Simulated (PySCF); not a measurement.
O2Ti, charge +1, doublet, geometry from GFN2-xTB (such geometries of metal compounds can be far from the true shape) (the multiplicity is a formal guess); B3LYP/6-31G** run with PySCF.

Here is a job for PySCF.
```python
from pyscf import gto, scf, dft

mol = gto.M(
    atom='''
Ti    0.30137621    0.05766473    0.36104120
O     0.50471034    0.08192814   -1.28939438
O    -1.33349493   -0.24050615    0.29653107
''',
    basis='6-31g**',
    charge=1,
    spin=1,
    verbose=4,
)

mf = dft.UKS(mol)
mf.xc = 'b3lyp'
mf.kernel()
mo_i, mo_e, stable_i, stable_e = mf.stability(internal=True, external=False, return_status=True, nroots=6, tol=1e-6)
print('internally stable:', stable_i, ' externally stable:', stable_e)
if not stable_i:
    umf = mf.copy()
    umf.scf_summary = {}
    umf.kernel(umf.make_rdm1(mo_i, mf.mo_occ))
mf.analyze()
```

What the program printed (banner, timings and long lists left out):

```
PySCF version 2.14.0

[INPUT] verbose = 4
[INPUT] num. atoms = 3
[INPUT] num. electrons = 37
[INPUT] charge = 1
[INPUT] spin (= nelec alpha-beta = 2S) = 1
[INPUT] symmetry False subgroup None
[INPUT] Mole.unit = angstrom
[INPUT] Symbol           X                Y                Z      unit          X                Y                Z       unit  Magmom
[...]
nuclear repulsion = 125.830977746537
number of shells = 24
number of NR pGTOs = 151
number of NR cGTOs = 62
basis = 6-31g**
ecp = {}

******** <class 'pyscf.dft.uks.UKS'> ********
method = UKS
initial guess = minao
damping factor = 0
level_shift factor = 0
DIIS = <class 'pyscf.scf.diis.CDIIS'>
diis_start_cycle = 1
diis_space = 8
diis_damp = 0
SCF conv_tol = 1e-09
SCF conv_tol_grad = None
SCF max_cycles = 50
direct_scf = True
direct_scf_tol = 1e-13
number electrons alpha = 19  beta = 18
XC library pyscf.dft.libxc version 7.1.2
    S. Lehtola, C. Steigemann, M. J. T. Oliveira, and M. A. L. Marques,  SoftwareX 7, 1–5 (2018)
XC functionals = b3lyp
    P. J. Stephens, F. J. Devlin, C. F. Chabalowski, and M. J. Frisch,  J. Phys. Chem. 98, 11623 (1994)
radial grids:
    Treutler-Ahlrichs [JCP 102, 346 (1995); DOI:10.1063/1.469408] (M4) radial grids

becke partition: Becke, JCP 88, 2547 (1988); DOI:10.1063/1.454033
pruning grids: <function nwchem_prune>
grids dens level: 3
symmetrized grids: False
atomic radii adjust function: <function treutler_atomic_radii_adjust>
small_rho_cutoff = 0
Set gradient conv threshold to 3.16228e-05
tot grids = 49072
init E= -999.688524229476

cycle= 1 E= -999.047123139023  delta_E= 0.641  |g|= 0.965  |ddm|= 1.61
cycle= 2 E= -979.372141300223  delta_E= 19.7  |g|= 6.05  |ddm|= 3.36
cycle= 3 E= -998.469138161722  delta_E= -19.1  |g|= 1.84  |ddm|= 2.65
cycle= 4 E= -998.480358608693  delta_E= -0.0112  |g|= 1.85  |ddm|= 0.123
cycle= 5 E= -998.790571160506  delta_E= -0.31  |g|= 1.54  |ddm|= 0.133
cycle= 6 E= -999.515582200683  delta_E= -0.725  |g|= 0.29  |ddm|= 0.501
cycle= 7 E= -999.548621087481  delta_E= -0.033  |g|= 0.0376  |ddm|= 0.14
cycle= 8 E= -999.549641429348  delta_E= -0.00102  |g|= 0.0249  |ddm|= 0.0448
cycle= 9 E= -999.549872525158  delta_E= -0.000231  |g|= 0.0243  |ddm|= 0.0301
cycle= 10 E= -999.550256773873  delta_E= -0.000384  |g|= 0.0173  |ddm|= 0.031
cycle= 11 E= -999.55048296061  delta_E= -0.000226  |g|= 0.00287  |ddm|= 0.0276
cycle= 12 E= -999.5504954228  delta_E= -1.25e-05  |g|= 0.000829  |ddm|= 0.00843
cycle= 13 E= -999.550496018764  delta_E= -5.96e-07  |g|= 0.000427  |ddm|= 0.00152
cycle= 14 E= -999.550496124264  delta_E= -1.06e-07  |g|= 2.86e-05  |ddm|= 0.000442
cycle= 15 E= -999.550496126307  delta_E= -2.04e-09  |g|= 1.57e-05  |ddm|= 9.22e-05
cycle= 16 E= -999.550496126659  delta_E= -3.53e-10  |g|= 4.7e-06  |ddm|= 3.32e-05
Extra cycle  E= -999.550496126679  delta_E= -2e-11  |g|= 1.05e-05  |ddm|= 1.4e-05
converged SCF energy = -999.550496126679  <S^2> = 0.81654464  2S+1 = 2.065473
uhf_internal: lowest eigs of H = [0.10986857 0.11901292 0.12389206 0.15013936 0.17125577 0.21352058]
<class 'pyscf.dft.uks.UKS'> wavefunction is stable in the internal stability analysis
internally stable: True  externally stable: None
**** SCF Summaries ****
Total Energy =                        -999.550496126679491
Nuclear Repulsion Energy =             125.830977746536774
One-electron Energy =                -1611.278635877076340
Two-electron Energy =                  485.897162003859989
Two-electron Coulomb Energy =          544.812037649823992
DFT Exchange-Correlation Energy =      -58.914875645964017
**** MO energy ****
                             alpha | beta                alpha | beta
[...]
To work with the spin densities directly, `use mulliken_meta_spin()` only printing them here.

 ** Mulliken spin pop alpha/beta on meta-lowdin orthogonal AOs **
 ** Mulliken Spin Density (per AO)  **
spin_pop of  0 Ti 1s        0.00000
spin_pop of  0 Ti 2s        0.00000
spin_pop of  0 Ti 3s       -0.00001
spin_pop of  0 Ti 4s       -0.00398
spin_pop of  0 Ti 5s       -0.00042
spin_pop of  0 Ti 2px       0.00000
spin_pop of  0 Ti 2py       0.00000
spin_pop of  0 Ti 2pz       0.00000
spin_pop of  0 Ti 3px       0.00010
spin_pop of  0 Ti 3py       0.00002
spin_pop of  0 Ti 3pz       0.00008
spin_pop of  0 Ti 4px       0.00141
spin_pop of  0 Ti 4py      -0.00164
spin_pop of  0 Ti 4pz       0.00068
spin_pop of  0 Ti 5px      -0.00008
spin_pop of  0 Ti 5py      -0.00000
spin_pop of  0 Ti 5pz      -0.00009
spin_pop of  0 Ti 3dxy     -0.05748
spin_pop of  0 Ti 3dyz     -0.06156
spin_pop of  0 Ti 3dz^2    -0.03993
spin_pop of  0 Ti 3dxz     -0.18523
spin_pop of  0 Ti 3dx2-y2   -0.04423
spin_pop of  0 Ti 4dxy     -0.00002
spin_pop of  0 Ti 4dyz     -0.00001
spin_pop of  0 Ti 4dz^2     0.00019
spin_pop of  0 Ti 4dxz     -0.00002
spin_pop of  0 Ti 4dx2-y2   -0.00009
spin_pop of  0 Ti 4f-3     -0.00001
spin_pop of  0 Ti 4f-2      0.00002
spin_pop of  0 Ti 4f-1     -0.00001
spin_pop of  0 Ti 4f+0      0.00020
spin_pop of  0 Ti 4f+1      0.00010
spin_pop of  0 Ti 4f+2      0.00015
spin_pop of  0 Ti 4f+3     -0.00000
spin_pop of  1 O 1s       -0.00000
spin_pop of  1 O 2s        0.00327
spin_pop of  1 O 3s       -0.00025
spin_pop of  1 O 2px       0.54480
spin_pop of  1 O 2py       0.07593
spin_pop of  1 O 2pz       0.07132
spin_pop of  1 O 3px       0.00012
spin_pop of  1 O 3py      -0.00007
spin_pop of  1 O 3pz       0.00034
spin_pop of  1 O 3dxy      0.00000
spin_pop of  1 O 3dyz      0.00001
spin_pop of  1 O 3dz^2    -0.00008
spin_pop of  1 O 3dxz      0.00052
spin_pop of  1 O 3dx2-y2    0.00002
spin_pop of  2 O 1s       -0.00000
spin_pop of  2 O 2s        0.00327
spin_pop of  2 O 3s       -0.00025
spin_pop of  2 O 2px       0.04358
spin_pop of  2 O 2py       0.05911
spin_pop of  2 O 2pz       0.58936
spin_pop of  2 O 3px       0.00030
spin_pop of  2 O 3py      -0.00007
spin_pop of  2 O 3pz       0.00016
spin_pop of  2 O 3dxy     -0.00000
spin_pop of  2 O 3dyz      0.00001
spin_pop of  2 O 3dz^2    -0.00002
spin_pop of  2 O 3dxz      0.00050
spin_pop of  2 O 3dx2-y2   -0.00001
 ** Mulliken Spin Density (per atom)  **
spin density of  0 Ti =     -0.39189
spin density of  1 O =      0.69594
spin density of  2 O =      0.69595
 ** Mulliken pop alpha/beta on meta-lowdin orthogonal AOs **
 ** Mulliken pop       alpha | beta **
In total            19.00000 | 18.00000
 ** Mulliken atomic charges   ( Nelec_alpha | Nelec_beta ) **
charge of  0Ti =      1.38319  (    10.11246     10.50435 )
charge of  1O =     -0.19160  (     4.44377      3.74783 )
charge of  2O =     -0.19160  (     4.44377      3.74782 )

WARN: System has nonzero charge 1; the dipole moment is origin-dependent.
Location of origin: [0. 0. 0.]

Dipole moment(X, Y, Z, Debye):  3.97459,  0.76049,  4.76147
```
